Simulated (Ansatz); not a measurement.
Species: C2H4N, charge 0, doublet. C2H4N (SMILES [CH2]N=C, doublet).
B3LYP-D3(BJ)/def2-TZVP minimum from Ansatz (a program for electronic structure):
```
N
C 1 1.3156
C 1 1.3156 2 119.76
H 2 1.0827 1 118.95 3 -180.00
H 3 1.0827 1 118.95 2 -180.00
H 3 1.0937 5 118.71 1 -180.00
H 2 1.0937 4 118.71 1 -180.00
```
Charge 0, spin multiplicity 2.

Total energies in hartree (Ansatz). Radicals and triplets start from unrestricted determinants; spin-orbit coupling is neglected. Cores are frozen in correlated methods. No relativity. Where a partner has so few electrons that a lower coupled-cluster level is exact, that level stands in. The UHF reference of C2H4N ([CH2]N=C, doublet) is spin-contaminated (<S^2> up to 0.21 over the pure value in the sets run).

```tsv
species	HF/cc-pVTZ	CCSD(T)/cc-pVTZ	HF/cc-pVQZ	CCSD(T)/cc-pVQZ	CCSD(T)/cc-pVDZ	CCSDT(Q)/cc-pVDZ
1: C2H4N (SMILES N([CH2])=C, doublet)	-132.50575	-133.05436	-132.51495	-133.09332	-132.92096	-132.92348
2: C (triplet)	-37.69157	-37.78076	-37.69331	-37.78654	-37.76038	-37.76071
3: N (quartet)	-54.40069	-54.51471	-54.40372	-54.52482	-54.47850	-54.47866
4: H (doublet)	-0.49981	-0.49981	-0.49995	-0.49995	-0.49928	-0.49928
```

Task: Work out the atomisation energy (electronic, to ground-state atoms) in kcal/mol: take Hartree-Fock from cc-pVQZ, extrapolate the CCSD(T) correlation energy as X^-3 (X = 3, 4), and add CCSDT(Q) - CCSD(T) in cc-pVDZ. 1 hartree = 627.51 kcal/mol.

Result: 
Species 1: correlation (64·(-0.57837) - 27·(-0.54861))/37 = -0.60009; step -0.00252; E1 = -132.51495 + (-0.60009) + (-0.00252) = -133.11756
Species 2: correlation (64·(-0.09323) - 27·(-0.08919))/37 = -0.09618; step -0.00033; E2 = -37.69331 + (-0.09618) + (-0.00033) = -37.78982
Species 3: correlation (64·(-0.12110) - 27·(-0.11402))/37 = -0.12627; step -0.00016; E3 = -54.40372 + (-0.12627) + (-0.00016) = -54.53015
Species 4: correlation (64·(0.00000) - 27·(0.00000))/37 = 0.00000; step +0.00000; E4 = -0.49995 + (0.00000) + (+0.00000) = -0.49995
-1·E1 +2·E2 +1·E3 +4·E4 = 1.00797 hartree = 632.5 kcal/mol.
